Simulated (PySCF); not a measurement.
CH8FNSi2, SMILES C[SiH2][Si@@H](N)F.

Geometry optimised at B3LYP-D3(BJ)/def2-SVP. The structure was generated by enumeration; whether it is a known compound was not checked. One conformer was computed; it need not be the lowest.

Calculation: TDA-PBE0/def2-SVPD run with PySCF.

Vertical excitations. The molecule is in vacuum.

**Question.** Estimate the UV-visible absorptions. (Estimate from the structure and the level; the computed values follow.)

**Answer.** 
```csv
state,energy (eV),λ (nm),f,main pairs
S1,6.68,186,0.036,"HOMO→LUMO 59 %, HOMO→LUMO+1 18 %, HOMO−1→LUMO 12 %, HOMO−1→LUMO+1 10 %"
S2,6.77,183,0.035,"HOMO→LUMO+1 38 %, HOMO→LUMO 35 %, HOMO−1→LUMO 22 %"
S3,7.04,176,0.038,"HOMO→LUMO+1 38 %, HOMO−1→LUMO+1 32 %, HOMO−1→LUMO 26 %"
S4,7.26,171,0.049,"HOMO−1→LUMO+1 52 %, HOMO−1→LUMO 38 %"
S5,7.58,163,0.023,HOMO→LUMO+2 90 %
S6,7.94,156,0.018,HOMO−1→LUMO+2 78 %
S7,8.04,154,0.025,"HOMO−2→LUMO 61 %, HOMO−3→LUMO 21 %"
S8,8.11,153,0.084,"HOMO→LUMO+3 61 %, HOMO−3→LUMO 27 %"
S9,8.18,152,0.143,"HOMO−3→LUMO 21 %, HOMO→LUMO+3 20 %, HOMO−2→LUMO 15 %, HOMO−3→LUMO+1 11 %"
S10,8.23,151,0.002,"HOMO→LUMO+4 47 %, HOMO→LUMO+5 19 %, HOMO−1→LUMO+2 8 %"
T1,5.80,214,0,HOMO→LUMO 84 %
T2,6.15,202,0,HOMO→LUMO+1 80 %
T3,6.40,194,0,"HOMO−1→LUMO 53 %, HOMO−1→LUMO+1 32 %"
T4,6.65,186,0,"HOMO−1→LUMO+1 54 %, HOMO−1→LUMO 27 %"
```
Triplets are in the Tamm–Dancoff approximation.
